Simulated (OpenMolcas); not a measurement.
Ti2+: effect of the metal basis

Ti2+ with its 6 nearest fluoride ions at 2.12 Å, on the Zn site of KZnF3 (a = 4.054 Å, distance in the model lattice 2.027 Å). The rest of the host is ab initio model potentials to 7.6 Å and point charges beyond; the distance is set by hand and nothing relaxes.

```json
{"Program": "OpenMolcas 26.06", "Method": "SS-CASPT2, IPEA 0.25 Eh, imaginary shift 0.1 Eh (closed shells correlated: 3s 3p and the ligand valence shells)", "Spin-orbit coupling": "RASSI with atomic mean-field integrals over the reference wave functions"}
```

Fixed: ligand basis ANO-RCC-VDZP, active space 2 electrons in 5 orbitals (3d), DKH2 Hamiltonian.

States (labels of O, the rotations of Oh). Energies in cm-1 above the lowest state or level, χT in cm3 K/mol; under a threefold ground state the first gap can be a small split of the lowest multiplet, not the spin-orbit step; 10Dq and B are least-squares fits to the states below 45000 cm-1, weighted by degeneracy, with a free offset, and given where the rms deviation is under 5 % of |10Dq| (or 100 cm-1) and under 700 cm-1.

```json
{"Run": "A", "Metal basis": "ANO-RCC-VDZP", "Ground state": "3T1", "First state of that spin": "3T2 12760", "10Dq": "14345", "B (rms of fit)": "686 (216)", "First gap with spin-orbit (degeneracies)": "2 (2, 3)", "χT at 300 K": "1.088", "First state of another spin": "1T2 9660", "Cost": "roughly 70 core-seconds"}
{"Run": "B", "Metal basis": "ANO-RCC-VTZP", "Ground state": "3T1", "First state of that spin": "3T2 12310", "10Dq": "13920", "B (rms of fit)": "691 (279)", "First gap with spin-orbit (degeneracies)": "2 (2, 3)", "χT at 300 K": "1.090", "First state of another spin": "1T2 9190", "Cost": "roughly 2 core-minutes"}
```

Against A, |10Dq| changes by -3.0 % in B.

Costs are those of the CASPT2 steps.

Roots that are degenerate in the reference are averaged as groups; the widest CASPT2 spread within a group is 480 cm-1 (the 3-fold group of multiplicity 1 near 26800 cm-1 above the lowest state of its run, A). Shifts and gaps below about the spread of the groups concerned are not significant. Over all roots computed the reference weight is 0.74 to 0.75 in A, 0.74 to 0.75 in B; a low but even weight reflects the number of correlated electrons. An orbital triplet at a regular site is open to Jahn-Teller coupling, which can distort the site and quench the lowest spin-orbit gaps and is left out. Ligand-to-metal charge-transfer states are missing. With no ligand orbital active B as a rule stays too high, so bands that hang on it stand too high and its fall with covalency is understated. With one d shell and no ligand orbital active, 10Dq can be off by tens of per cent for divalent 3d ions, low with halides held by bare charges and at times high in hosts. Free-ion shares, where given, are those of the reference states; single-state CASPT2 does not remix them. No measured value stands beside these numbers; the geometry was set by hand and not optimised.
